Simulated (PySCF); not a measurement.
CH8FNSi2, SMILES C[Si@@H](F)N[SiH3]. Heavy atoms are numbered as in [CH3:1][Si@@H:2]([F:3])[NH:4][SiH3:5]. Hydrogens are named by the atom that carries them.

The structure is a stationary point at PBE0-D3(BJ)/def2-SVP. The structure was generated by enumeration; whether it is a known compound was not checked. One conformer was computed; it need not be the lowest.

All values below come from HF/pcSseg-1 (PySCF).

GIAO shieldings, no solvent; atoms alike by connectivity are averaged. δ = σ(ref) − σ: ¹³C against TMS (σ = 192.6 ppm); ²⁹Si against TMS (σ = 393.8 ppm); ¹⁹F against CFCl3 (σ = 238.5 ppm); ¹⁵N against NH3 (σ = 267.3 ppm); ¹H against TMS (σ = 31.99 ppm), references at their B3LYP-D3(BJ)/def2-TZVP geometries, non-relativistic.

Q: Estimate the chemical shifts. (An estimate is asked for; the answer gives what the named calculation found.)

A: 
| nucleus | atoms | count | δ (ppm) |
|---|---|---|---|
| ¹³C | C1 (CH3) | 1 | -0.8 |
| ²⁹Si | Si2 (SiH) | 1 | -10.8 |
| ²⁹Si | Si5 (SiH3) | 1 | -55.6 |
| ¹⁹F | F3 | 1 | -120.4 |
| ¹⁵N | N4 (NH) | 1 | 20.1 |
| ¹H | H on Si2 | 1 | 4.57 |
| ¹H | H on Si5 | 3 | 4.54 |
| ¹H | H on N4 | 1 | 0.78 |
| ¹H | H on C1 | 3 | 0.68 |
